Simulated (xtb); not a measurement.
xtb input (GFN2-xTB):

```bash
xtb mol.xyz --gfn 2 --sp --chrg 0 --uhf 0
```
mol.xyz:
```
21

C     -1.21628708    -0.54293957     2.42649776
O     -1.17858614    -0.81457109     1.02676063
Ge     0.00000000     0.00000000     0.00000000
O     -0.30254232     1.72072639    -0.23323291
C     -1.41308107     2.15158861    -1.01779043
O      1.56651089    -0.14637131     0.79463690
C      2.69212047     0.57268024     0.29420010
O     -0.08538243    -0.75978399    -1.58816463
C     -0.06275233    -2.18132929    -1.70290743
H     -1.99156981    -1.17641697     2.85790145
H     -1.46767989     0.50322894     2.62436272
H     -0.26104187    -0.77310354     2.90404622
H     -1.38279952     3.24085819    -1.05005313
H     -2.36246440     1.84005568    -0.57232892
H     -1.35684148     1.76292557    -2.03725085
H      3.53270291     0.35722789     0.95409974
H      2.50872080     1.64965323     0.29031109
H      2.95157416     0.25437915    -0.71979479
H      0.87857013    -2.59766377    -1.33223901
H     -0.89083745    -2.63947526    -1.15710647
H     -0.15833358    -2.42166911    -2.76194807
```

Output:

```
           -------------------------------------------------
          |                Calculation Setup                |
           -------------------------------------------------

           -------------------------------------------------
          |                 G F N 2 - x T B                 |
           -------------------------------------------------

        Reference                      10.1021/acs.jctc.8b01176
      * Hamiltonian:
        H0-scaling (s, p, d)           1.850000    2.230000    2.230000
        zeta-weighting                 0.500000
      * Dispersion:
        s8                             2.700000
        a1                             0.520000
        a2                             5.000000
        s9                             5.000000
      * Repulsion:
        kExp                           1.500000    1.000000
        rExp                           1.000000
      * Coulomb:
        alpha                          2.000000
        third order                    shell-resolved
        anisotropic                    true
        a3                             3.000000
        a5                             4.000000
        cn-shift                       1.200000
        cn-exp                         4.000000
        max-rad                        5.000000

          ...................................................
          :                      SETUP                      :
          :.................................................:
          :  # basis functions                  54          :
          :  # atomic orbitals                  53          :
          :  # shells                           31          :
          :  # electrons                        56          :
          :  max. iterations                   250          :
          :  Hamiltonian                  GFN2-xTB          :
          :  restarted?                      false          :
          :  GBSA solvation                  false          :
          :  PC potential                    false          :
          :  electronic temp.          300.0000000     K    :
          :  accuracy                    1.0000000          :
          :  -> integral cutoff          0.2500000E+02      :
          :  -> integral neglect         0.1000000E-07      :
          :  -> SCF convergence          0.1000000E-05 Eh   :
          :  -> wf. convergence          0.1000000E-03 e    :
          :  Broyden damping             0.4000000          :
          :  net charge                          0          :
          :  unpaired electrons                  0          :
          ...................................................

 iter      E             dE          RMSdq      gap      omega  full diag
   1    -32.4352790 -0.324353E+02  0.588E+00    5.35       0.0  T
   2    -32.2455543  0.189725E+00  0.478E+00    8.55       1.0  T
   3    -33.0751126 -0.829558E+00  0.234E+00    5.93       1.0  T
   4    -33.1549883 -0.798756E-01  0.505E-01    6.31       1.0  T
   5    -33.1554329 -0.444640E-03  0.163E-01    6.29       1.0  T
   6    -33.1554684 -0.354814E-04  0.518E-02    6.28       1.0  T
   7    -33.1555210 -0.526129E-04  0.926E-03    6.27       2.4  T
   8    -33.1555216 -0.577618E-06  0.115E-03    6.27      18.9  T
   9    -33.1555216 -0.730566E-08  0.335E-04    6.27      65.2  T
  10    -33.1555216 -0.402096E-10  0.120E-04    6.27     182.3  T

   *** convergence criteria satisfied after 10 iterations ***

         #    Occupation            Energy/Eh            Energy/eV
      -------------------------------------------------------------
         1        2.0000           -0.7256711             -19.7465
       ...           ...                  ...                  ...
        22        2.0000           -0.4528173             -12.3218
        23        2.0000           -0.4414451             -12.0123
        24        2.0000           -0.4414451             -12.0123
        25        2.0000           -0.4276721             -11.6375
        26        2.0000           -0.4252744             -11.5723
        27        2.0000           -0.4233784             -11.5207
        28        2.0000           -0.4233784             -11.5207 (HOMO)
        29                         -0.1928610              -5.2480 (LUMO)
        30                         -0.0426666              -1.1610
        31                         -0.0426666              -1.1610
        32                         -0.0314338              -0.8554
        33                          0.0449667               1.2236
       ...                                ...                  ...
        53                          0.8929404              24.2981
      -------------------------------------------------------------
                  HL-Gap            0.2305175 Eh            6.2727 eV
             Fermi-level           -0.3081197 Eh           -8.3844 eV

 SCC (total)                   0 d,  0 h,  0 min,  0.018 sec
 SCC setup                      ...        0 min,  0.000 sec (  0.534%)
 Dispersion                     ...        0 min,  0.000 sec (  0.503%)
 classical contributions        ...        0 min,  0.000 sec (  0.161%)
 integral evaluation            ...        0 min,  0.002 sec ( 10.334%)
 iterations                     ...        0 min,  0.009 sec ( 48.987%)
 molecular gradient             ...        0 min,  0.007 sec ( 38.897%)
 printout                       ...        0 min,  0.000 sec (  0.530%)

         :::::::::::::::::::::::::::::::::::::::::::::::::::::
         ::                     SUMMARY                     ::
         :::::::::::::::::::::::::::::::::::::::::::::::::::::
         :: total energy             -32.915847059125 Eh    ::
         :: gradient norm              0.014673301147 Eh/a0 ::
         :: HOMO-LUMO gap              6.272699283459 eV    ::
         ::.................................................::
         :: SCC energy               -33.155381136447 Eh    ::
         :: -> isotropic ES            0.064909970012 Eh    ::
         :: -> anisotropic ES         -0.003958588763 Eh    ::
         :: -> anisotropic XC          0.004859167769 Eh    ::
         :: -> dispersion             -0.014005823950 Eh    ::
         :: repulsion energy           0.239534077323 Eh    ::
         :: add. restraining           0.000000000000 Eh    ::
         :: total charge              -0.000000000000 e     ::
         :::::::::::::::::::::::::::::::::::::::::::::::::::::

           -------------------------------------------------
          |                Property Printout                |
           -------------------------------------------------

    * Orbital Energies and Occupations

         #    Occupation            Energy/Eh            Energy/eV
      -------------------------------------------------------------
         1        2.0000           -0.7256711             -19.7465
       ...           ...                  ...                  ...
        16        2.0000           -0.5264605             -14.3257
        17        2.0000           -0.5233642             -14.2415
        18        2.0000           -0.5231745             -14.2363
        19        2.0000           -0.5231745             -14.2363
        20        2.0000           -0.5230747             -14.2336
        21        2.0000           -0.4737148             -12.8904
        22        2.0000           -0.4528173             -12.3218
        23        2.0000           -0.4414451             -12.0123
        24        2.0000           -0.4414451             -12.0123
        25        2.0000           -0.4276721             -11.6375
        26        2.0000           -0.4252744             -11.5723
        27        2.0000           -0.4233784             -11.5207
        28        2.0000           -0.4233784             -11.5207 (HOMO)
        29                         -0.1928610              -5.2480 (LUMO)
        30                         -0.0426666              -1.1610
        31                         -0.0426666              -1.1610
        32                         -0.0314338              -0.8554
        33                          0.0449667               1.2236
        34                          0.0455775               1.2402
        35                          0.1099115               2.9908
        36                          0.1099115               2.9908
        37                          0.1160167               3.1570
        38                          0.1285171               3.4971
        39                          0.1474556               4.0125
       ...                                ...                  ...
        53                          0.8929404              24.2981
      -------------------------------------------------------------
                  HL-Gap            0.2305175 Eh            6.2727 eV
             Fermi-level           -0.3081197 Eh           -8.3844 eV

     #   Z          covCN         q      C6AA      α(0)
     1   6 C        3.700     0.039    20.079     6.408
     2   8 O        1.628    -0.331    19.572     5.971
     3  32 Ge       3.432     0.504   166.266    23.401
     4   8 O        1.628    -0.331    19.572     5.971
     5   6 C        3.700     0.039    20.079     6.408
     6   8 O        1.628    -0.331    19.572     5.971
     7   6 C        3.700     0.039    20.079     6.408
     8   8 O        1.628    -0.331    19.572     5.971
     9   6 C        3.700     0.039    20.079     6.408
    10   1 H        0.925     0.062     2.173     2.305
    11   1 H        0.924     0.048     2.348     2.396
    12   1 H        0.924     0.056     2.242     2.341
    13   1 H        0.925     0.062     2.173     2.305
    14   1 H        0.924     0.048     2.348     2.396
    15   1 H        0.924     0.056     2.242     2.341
    16   1 H        0.925     0.062     2.173     2.305
    17   1 H        0.924     0.056     2.242     2.341
    18   1 H        0.924     0.048     2.348     2.396
    19   1 H        0.924     0.048     2.348     2.396
    20   1 H        0.924     0.056     2.242     2.341
    21   1 H        0.925     0.062     2.173     2.305

 Mol. C6AA /au·bohr⁶  :       4370.765474
 Mol. C8AA /au·bohr⁸  :     129236.196814
 Mol. α(0) /au        :        101.093623

Wiberg/Mayer (AO) data.
largest (>0.10) Wiberg bond orders for each atom

 ---------------------------------------------------------------------------
     #   Z sym  total        # sym  WBO       # sym  WBO       # sym  WBO
 ---------------------------------------------------------------------------
     1   6 C    3.935 --    11 H    0.982    12 H    0.982    10 H    0.977
                             2 O    0.967
     2   8 O    2.272 --     3 Ge   1.032     1 C    0.967
     3  32 Ge   4.240 --     2 O    1.032     6 O    1.032     4 O    1.032
                             8 O    1.032
     4   8 O    2.272 --     3 Ge   1.032     5 C    0.967
     5   6 C    3.935 --    14 H    0.982    15 H    0.982    13 H    0.977
                             4 O    0.967
     6   8 O    2.272 --     3 Ge   1.032     7 C    0.967
     7   6 C    3.935 --    18 H    0.982    17 H    0.982    16 H    0.977
                             6 O    0.967
     8   8 O    2.272 --     3 Ge   1.032     9 C    0.967
     9   6 C    3.935 --    19 H    0.982    20 H    0.982    21 H    0.977
                             8 O    0.967
    10   1 H    0.996 --     1 C    0.977
    11   1 H    0.998 --     1 C    0.982
    12   1 H    0.997 --     1 C    0.982
    13   1 H    0.996 --     5 C    0.977
    14   1 H    0.998 --     5 C    0.982
    15   1 H    0.997 --     5 C    0.982
    16   1 H    0.996 --     7 C    0.977
    17   1 H    0.997 --     7 C    0.982
    18   1 H    0.998 --     7 C    0.982
Note: The following floating-point exceptions are signalling: IEEE_UNDERFLOW_FLAG IEEE_DENORMAL
normal termination of xtb
    19   1 H    0.998 --     9 C    0.982
    20   1 H    0.997 --     9 C    0.982
    21   1 H    0.996 --     9 C    0.977
 ---------------------------------------------------------------------------

Topologies differ in total number of bonds
Writing topology from bond orders to xtbtopo.mol

molecular dipole:
                 x           y           z       tot (Debye)
 q only:       -0.000       0.000      -0.000
   full:        0.000       0.000       0.000       0.000
molecular quadrupole (traceless):
                xx          xy          yy          xz          yz          zz
 q only:        0.869      -1.191      -0.349      -1.043       0.638      -0.519
  q+dip:        1.306      -1.790      -0.525      -1.568       0.959      -0.781
   full:        1.331      -1.824      -0.535      -1.597       0.977      -0.795

           -------------------------------------------------
          | TOTAL ENERGY              -32.915847059125 Eh   |
          | GRADIENT NORM               0.014673301147 Eh/α |
          | HOMO-LUMO GAP               6.272699283459 eV   |
           -------------------------------------------------

------------------------------------------------------------------------
------------------------------------------------------------------------
 total:
 SCF:
```
